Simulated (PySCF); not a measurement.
**Electronic structure of Ir²⁺ (iridium, charge +2) at the UHF level**

Configuration: [Xe] 4f14 5d6 6p1, one real determinant (an excited configuration). Computed with PySCF 2.14 in aug-cc-pVTZ-PP with one added diffuse shell each of s, p, d, f, g type with ECP60MDF (7s7p6d4f3g, 113 functions), with a scalar-relativistic core potential.

```
Total energy                                                  : -102.448544 hartree
One-electron energy                                           : -166.6200 hartree
Hartree (Coulomb) energy                                      : 73.3639 hartree
Exchange energy                                               : -9.1925 hartree
⟨S²⟩                                                          : 8.7531
⟨L²⟩                                                          : 8.094
Sum of ⟨r⟩                                                    : 21.56 bohr
Sum of ⟨r²⟩                                                   : 39.18 bohr²
Traceless quadrupole moment −½Σ⟨3z² − r²⟩ along its main axis : -4.15 e·bohr²
```

| shell | electrons | mean orbital energy (hartree) | spread (hartree) | rms radius, mean of both spins (bohr) |
| --- | --- | --- | --- | --- |
| 5s α | 1 | -5.16145 | 0 | 1.06 |
| 5s β | 1 | -4.93072 | 0 | 1.06 |
| 5p α | 3 | -3.43730 | 0.05219 | 1.21 |
| 5p β | 3 | -3.11930 | 0.06219 | 1.21 |
| 5d α | 5 | -1.32711 | 0.05801 | 1.68 |
| 5d β | 1 | -1.18380 | 0 | 1.68 |
| 6p α | 1 | -0.69576 | 0 | 3.34 |

⟨L²⟩ = 8.09 against 12 for a pure F term, so this real determinant mixes terms. Energies and moments cover only the electrons outside the core potential. Spin-orbit coupling, absent here, splits the open shell strongly.
